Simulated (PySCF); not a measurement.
## Spinor energies of Kr²⁺ (krypton, charge +2)

Start: [Ar] 3d10 4s2 4p4; 4p1/2 filled at m_j = +1/2; 4p3/2 filled at m_j = -1/2, +1/2, +3/2. Calculated with PySCF 2.14 in x2c-SVPall-2c with one added diffuse shell each of s, p, d type (6s7p4d, 47 functions): generalised Hartree-Fock with the X2C-1e Hamiltonian and a Gaussian nucleus; one run each with spin-orbit coupling (SO) switched off, then screened by Boettger's factors. This is a chosen level, not necessarily the ground level.

| spinor shell | electrons | ε, spin-free (eV) | ε, screened SO (eV) | weight of nominal j (screened SO) | rms radius, screened SO (bohr) |
| --- | --- | --- | --- | --- | --- |
| 1s1/2 | 2 | -14425.6 | -14425.2 | 1.000 | 0.0478 |
| 2s1/2 | 2 | -1985.3 | -1985.1 | 1.000 | 0.199 |
| 2p1/2 | 2 | -1753.4 | -1790.5 | 1.000 | 0.175 |
| 2p3/2 | 4 | -1753.4 | -1735.5 | 1.000 | 0.178 |
| 3s1/2 | 2 | -330.68 | -330.59 | 1.000 | 0.565 |
| 3p1/2 | 2 | -254.22 | -260.11 | 0.999 | 0.574 |
| 3p3/2 | 4 | -254.22 | -251.27 | 0.999 | 0.585 |
| 3d3/2 | 4 | -127.46 | -128.26 | 0.980 | 0.610 |
| 4s1/2 | 2 | -54.072 | -54.035 | 1.000 | 1.62 |
| 4p3/2 | 3 | -37.133 | -37.846 | 0.594 | 1.88 |
| 4p1/2 | 1 | -37.133 | -35.158 | 0.611 | 1.90 |

**Question.** Where does 3d5/2 lie, and what is the 3d spin-orbit splitting (screened SO)?

**Answer.** At -126.78 eV, 1.480 eV above 3d3/2.

```json
{"quantity": "E (hartree)", "spin-free": "-2786.30453", "screened SO": "-2786.45989"}
{"quantity": "M_J", "spin-free": "2", "screened SO": "2"}
{"quantity": "⟨J²⟩", "spin-free": "6.007", "screened SO": "6.012"}
{"quantity": "⟨L²⟩", "spin-free": "2.005", "screened SO": "2.152"}
{"quantity": "⟨S²⟩", "spin-free": "2.002", "screened SO": "1.934"}
```

Each row is a mean over spinors that exchange with the open shell spreads, by up to 6.576 eV (4s1/2).

Rows whose weight is well below 1 are mixtures of j = l ± 1/2: exchange outweighs spin-orbit coupling there, and the label is only the starting occupation.

Without spin-orbit coupling the j labels of p, d and f shells carry no meaning; the spin-free column gives the mean over the occupied spinors of each nl shell.
